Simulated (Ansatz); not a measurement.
Computed with Ansatz on PBE0-D4/def2-TZVP structures; ΔE is electronic, products minus reactants. CCSD(T)/CBS is the MP2 limit (def2-TZVPP, def2-QZVPP) plus CCSD(T) − MP2 in def2-TZVPP, frozen cores. This one scheme is used for every species. Functionals use def2-TZVPP. B3LYP here is the variant with VWN-RPA as its local correlation; programs differ in this. Elements past krypton have def2 core potentials. For I, Ti outer-core shells are correlated without core-valence functions, which leaves a few kJ/mol of doubt a bond. Scalar relativity is left out up to krypton. One conformer a species, not always the lowest.

Reaction (ligand exchange at a Ti–I bond): `[OH][Ti]([F])([Cl])[I]` + H₂S → `[OH][Ti]([F])([SH])[Cl]` + HI

(1) Is it downhill or uphill in electronic energy at CCSD(T)/CBS, and by how much? (An estimate is asked.)

(2) What do these levels give: PBE-D4, PBE0-D4, B3LYP-D4, ωB97M-V, PBE, B3LYP, SCS-MP2/def2-TZVPP, CCSD(T)/def2-TZVPP, HF/def2-QZVPP, MP2/def2-QZVPP, HF/CBS(def2), CCSD/CBS(def2)? (An estimate is asked.)

Largest T1 diagnostic among the species: 0.025, so the coupled-cluster value is less sure than usual.

## Answers

(1) Ansatz gave: Uphill: ΔE = +48.6 kJ/mol.

(2) Ansatz gave: PBE-D4 44.7, PBE0-D4 46.4, B3LYP-D4 45.4, ωB97M-V 43.9, PBE 44.1, B3LYP 44.2, SCS-MP2/def2-TZVPP 52.0, CCSD(T)/def2-TZVPP 46.7, HF/def2-QZVPP 50.2, MP2/def2-QZVPP 57.2, HF/CBS(def2) 50.3, CCSD/CBS(def2) 46.6 kJ/mol.
